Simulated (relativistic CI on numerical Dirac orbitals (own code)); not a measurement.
## The spin-orbit constant of Co VI from its measured fine structure

Problem. The ground term 5D of Co VI (3s2 3p6 3d4) has the measured levels J = 0: 0.0, J = 1: 204.0, J = 2: 589.0, J = 3: 1124.7, J = 4: 1781.6 cm⁻¹ (Sugar and Corliss, J. Phys. Chem. Ref. Data 10, 1097 (1981)). Test the interval rule and estimate ζ(3d).

Working.
1. In LS coupling E(J) − E(J − 1) = AJ. The intervals give A = 204.0 (J = 1), 192.5 (J = 2), 178.6 (J = 3), 164.2 (J = 4) cm⁻¹.
2. These values spread by 22 % of their mean, from second-order spin-orbit mixing with other terms and from spin-spin terms.
3. The whole width divided by the sum of the upper J values gives a mean A = 178.2 cm⁻¹.
4. For the Hund term of a shell that is less than half full, A = +ζ/2S with 2S = 4, so ζ = 713 cm⁻¹.

Check. The value calculated from Dirac-Coulomb-Breit radial functions of this configuration is ζ = 715 cm⁻¹, 0 % above the estimate from measurement. The same recipe applied to the calculated levels returns 695 cm⁻¹, which shows the bias of the recipe itself. Where the interval rule fails, the estimate is only rough.
